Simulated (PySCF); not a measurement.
CHBFNO, SMILES O=C=NBF.

Geometry optimised at B3LYP-D3(BJ)/def2-SVP. The values are those of a single conformer.

Level of theory: B3LYP-D3(BJ)/def2-SVP in PySCF.

Frequencies are harmonic and unscaled.

```tsv
mode	ν (cm⁻¹)	IR (km/mol)	Raman (Å⁴/amu)	depolarisation	moving atoms (share of kinetic energy)
1	52	0.9	2.2	0.74	N 53 %, O 21 %, F 18 %
2	118	0.0	0.5	0.75	N 64 %, O 19 %
3	457	8.6	3.3	0.41	F 50 %, N 15 %, O 13 %, B 12 %, C 8 %
4	587	27.9	0.8	0.73	C 74 %, O 16 %, N 9 %
5	627	28.3	0.1	0.75	C 72 %, O 14 %, N 13 %
6	908	87.1	10.1	0.17	B 51 %, O 17 %, H 16 %, N 10 %
7	908	66.0	1.2	0.75	H 56 %, B 39 %
8	1119	29.4	3.7	0.47	H 73 %, F 15 %, B 11 %
9	1334	416.3	0.1	0.59	B 57 %, F 21 %, H 10 %
10	1631	196.8	18.6	0.27	N 50 %, O 28 %, B 18 %
11	2464	1432.8	1.0	0.16	C 68 %, N 20 %, O 12 %
12	2652	137.4	107.1	0.18	H 91 %, B 9 %
```
